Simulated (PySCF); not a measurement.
**Excited states of `C=C[SiH2][CH2][GeH2][C](=O)O[SiH3]`, C$_{4}$H$_{12}$GeO$_{2}$Si$_{2}$**

Method: TDA PBE0/def2-SVP excited states, vertical, gas phase (PySCF 2.14.0). Geometry: GFN2-xTB.

Input:
```
{"job": {"kind": "states", "xc": "PBE0", "basis": "def2-SVP", "tda": true, "soc": true, "nstates": 5, "ntriplets": 6, "nquad": 4}, "charge": 0, "multiplicity": 1}
C      2.322418     1.930957     0.425064
C      1.334914     1.493412    -0.341006
Si     1.351050    -0.147379    -1.268292
C      1.402833    -1.583018    -0.008803
Ge     0.091286    -1.393223     1.453166
C     -1.695125    -1.018967     0.690285
O     -2.642875    -1.756745     0.637793
O     -1.718850     0.201560     0.172327
Si    -3.085285     0.756244    -0.607908
H      3.236072     1.370782     0.549089
H      2.274312     2.868455     0.959114
H      0.444268     2.103167    -0.429782
H      2.552898    -0.258654    -2.110971
H      0.153865    -0.256043    -2.112183
H      1.217747    -2.524660    -0.525712
H      2.395048    -1.655449     0.434328
H      0.032274    -2.631739     2.317831
H      0.455481    -0.235470     2.345346
H     -3.351628    -0.108878    -1.750891
H     -4.187585     0.785773     0.344699
H     -2.592040     2.076816    -0.977030
```
Coordinates are in Å.

Command: `OMP_NUM_THREADS=1 python excited_run.py task.json out`

(1) Show the output.

Results:

(1) H and L stand for HOMO and LUMO.
```
coarse grid: 80984 points
cycle   1  E = -2964.3640853249  dE =  3.169e-01  |g| = 9.984e-01  |ddm| = 4.617e+00
cycle   2  E = -2964.0009522898  dE =  3.631e-01  |g| = 1.687e+00  |ddm| = 2.040e+00
cycle   3  E = -2964.5359255350  dE = -5.350e-01  |g| = 3.124e-01  |ddm| = 1.418e+00
cycle   4  E = -2964.5539123375  dE = -1.799e-02  |g| = 9.094e-02  |ddm| = 2.883e-01
cycle   5  E = -2964.5553349359  dE = -1.423e-03  |g| = 2.861e-02  |ddm| = 7.992e-02
cycle   6  E = -2964.5554944268  dE = -1.595e-04  |g| = 5.538e-03  |ddm| = 2.572e-02
cycle   7  E = -2964.5555005911  dE = -6.164e-06  |g| = 2.362e-03  |ddm| = 6.785e-03
final grid: 168608 points
cycle   8  E = -2964.5554892219  dE =  2.755e-06  |g| = 4.130e-03  |ddm| = 6.354e-03
cycle   9  E = -2964.5554796233  dE =  9.599e-06  |g| = 7.508e-03  |ddm| = 9.717e-03
cycle  10  E = -2964.5554935046  dE = -1.388e-05  |g| = 5.070e-04  |ddm| = 6.189e-03
cycle  11  E = -2964.5554935607  dE = -5.605e-08  |g| = 8.180e-05  |ddm| = 4.369e-04
cycle  12  E = -2964.5554935622  dE = -1.462e-09  |g| = 1.664e-05  |ddm| = 8.097e-05
cycle  13  E = -2964.5554935622  dE = -8.367e-11  |g| = 6.008e-06  |ddm| = 2.161e-05
converged SCF energy = -2964.5554935622

Singlet excitations
state   eV       nm        f     d(h-e)  d(exc)  Lambda  PR(NTO)  |dmu|/D   mu/D   main configurations
  1   5.1504   240.7   0.00850   0.447   2.341   0.568   1.009    0.929    1.026   H->L 0.79, H->L+1 0.14
  2   6.3689   194.7   0.00100   3.684   4.786   0.465   1.030   11.909   10.188   H->L+1 0.75, H->L 0.14
  3   6.4529   192.1   0.02566   3.470   4.562   0.476   1.055   11.590   13.298   H-1->L 0.86
  4   6.6477   186.5   0.00849   0.683   3.026   0.529   1.069    2.014    0.289   H-2->L+1 0.57, H-2->L 0.15, H-3->L+1 0.09
  5   6.9361   178.8   0.11220   1.469   3.706   0.604   1.535                     H-1->L+1 0.42, H-3->L 0.26, H-3->L+1 0.14

Triplet excitations (Tamm-Dancoff)
state   eV     d(h-e)  d(exc)  Lambda  PR(NTO)   main configurations
  1   4.1790   0.048   2.083   0.692   1.007   H-1->L+1 0.69, H-1->L 0.12
  2   4.4037   0.346   2.301   0.567   1.005   H->L 0.79, H->L+1 0.14
  3   5.8340   0.495   2.203   0.548   1.021   H-4->L 0.37, H-9->L 0.14, H-5->L 0.14
  4   5.9470   0.541   2.639   0.534   1.013   H-2->L+1 0.57, H-3->L+1 0.12, H-2->L 0.12
  5   6.3437   1.188   4.399   0.456   1.662   H-1->L 0.59, H->L+1 0.22
  6   6.3614   1.891   4.686   0.501   1.679   H->L+1 0.48, H-1->L 0.14, H->L 0.14
S1 - T1 = 0.9714 eV

Spin-orbit couplings |<S|Hso|T>| (cm-1)
             T1       T2       T3       T4       T5       T6
S0        1.227   38.526    4.864    8.161   25.345   35.694
S1        0.289    2.094   18.234    3.236   52.956   21.441
S2       13.569    9.278    1.817   14.907    7.808    8.187
S3        1.917   40.106    5.524    4.478    5.557   13.146
S4        4.459    5.098    1.142   11.528   16.855   21.889
S5       11.148   36.823    5.407   30.133   36.483   77.114
T1 sublevels (cm-1): 0.000 0.004 0.004   radiative rates (1/s): 14.9 0.488 0.289
```

Scalar relativity is left out, which matters for the atoms heavier than Zn.

It took 76 s wall time on 1 thread of an Arm Neoverse V1, shared host, peak memory 0.97 GiB.
